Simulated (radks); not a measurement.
Species: Pb XLVII. Configuration: [Kr] (the NIST ground configuration). All-electron calculation, Dirac Kohn-Sham, BLYP, spin-unpolarised, spherical densities, finite nucleus; Fermi nuclear charge, rms radius 5.5012 fm. Program: a radial shooting solver on a logarithmic mesh with Libxc functionals.

Unscreened Slater integrals over Kohn-Sham orbitals (cm^-1). Large and small components are both included.

integral           value
F0(4p3/2,4p3/2)   539830
F2(4p3/2,4p3/2)   279370
F0(4p3/2,4p1/2)   556480
G2(4p3/2,4p1/2)   278820
F0(4p3/2,4s1/2)   552980
G1(4p3/2,4s1/2)   368040
F0(4p3/2,3d5/2)   684890
F2(4p3/2,3d5/2)   198140
G1(4p3/2,3d5/2)    63387
G3(4p3/2,3d5/2)    64445
F0(4p1/2,4p1/2)   575750
F0(4p1/2,4s1/2)   571500
G1(4p1/2,4s1/2)   379780
F0(4p1/2,3d5/2)   721640
G3(4p1/2,3d5/2)    71036
F0(4s1/2,4s1/2)   567850
F0(4s1/2,3d5/2)   710560
G2(4s1/2,3d5/2)    67985
F0(3d5/2,3d5/2)  1254400
F2(3d5/2,3d5/2)   643780
F4(3d5/2,3d5/2)   415270
